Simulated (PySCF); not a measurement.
Sn(Cl)3(GeH3), SMILES [Cl][Sn]([GeH3])([Cl])[Cl] (H3Cl3GeSn), singlet, PBE0/def2-SVP optimised geometry. Atoms within 1.6 Å of the plane z = 0.0 Å (x, y, z in Å): Sn2 (-0.85, -1.13, 0.00), Cl3 (1.49, -1.13, 0.00), Cl4 (-1.49, 1.13, 0.00).

Calculation: PySCF with PBE0/def2-TZVP, def2 effective core potentials past Kr. The core electrons that the potentials of Sn replace are not part of the density. Cells within 0.4 Å of a nucleus heavier than hydrogen are left out (blank, or x).

Map of the log10 of the electron density (e/bohr³), floored at −4 on the plane z = 0.0 Å:

```
|00000000000000000000000000000|
|00000111111110000000000000000|
|00011222222211100000000000000|
|00122333333322110000000000000|
|01223344444433211000000000000|
|12234455555543321000000000000|
|12345566666554322100000000000|
|23345677777654432100000000000|
|23456677x87765432110000000000|
|2345677xxx7765432211111000000|
|2345677xxx7765433222221110000|
|23456777x87765433333332221000|
|23445677777665433334433322100|
|22345566766655444444544432210|
|12344556666655544555555543221|
|12234455666666555666666554321|
|11234456678876656677777654321|
|11233456799x98666778x87665432|
|1123445689xxx876677xxx7765432|
|1123445689xxx876677xxx7765432|
|12234456799x98666778x87665432|
|12234456678877656677777654321|
|12233455666666555666666554321|
|12233445555555444555655543221|
|12223344455444444445544432210|
|11223334444443333334443322100|
|11122333333333222233332221000|
|01112223333222222222221110000|
|00111222222221111111111000000|
```
Scale: ten equal steps from -4.00 (start of '0') to 0.496 (end of '9'), in the order '0123456789'; x runs from -3.50 to 3.50, y from -3.50 (bottom) to 3.50 (top).
